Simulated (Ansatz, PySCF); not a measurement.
Reaction R1 → P1, each structure at its B3LYP-D3(BJ)/def2-TZVP stationary point, reached from a drawn start; harmonic modes at that level show minima.
R1, H2OSi (SMILES O=[SiH2]) (charge 0, multiplicity 1):
```xyz
4

Si    -0.007     0.033     0.006
O     -0.319     1.497     0.272
H      1.320    -0.468    -0.420
H     -0.994    -1.062     0.141
```
P1, H2OSi (SMILES O[SiH]) (charge 0, multiplicity 1, Z-matrix in Å and degrees):
```
O
H 1 0.9632
Si 1 1.6642 2 114.85
H 3 1.5291 1 94.52 2 180.00
```

P less R. No zero-point or thermal terms.

Programs: Ansatz (an electronic-structure program); PySCF for the D3/D4 terms. All values are computed, each at the level named.

Problem. One of these levels gives -3.61 kcal/mol for the reaction energy. Which?
(A) PBE0/def2-TZVPP
(B) B3LYP-D3(BJ)/def2-TZVPP
(C) BLYP-D4/def2-TZVPP
(D) wB97M-V/def2-TZVPP

Solution. D, wB97M-V/def2-TZVPP. The others give 0.87 (BLYP-D4/def2-TZVPP), -0.92 (B3LYP-D3(BJ)/def2-TZVPP), -2.30 (PBE0/def2-TZVPP)
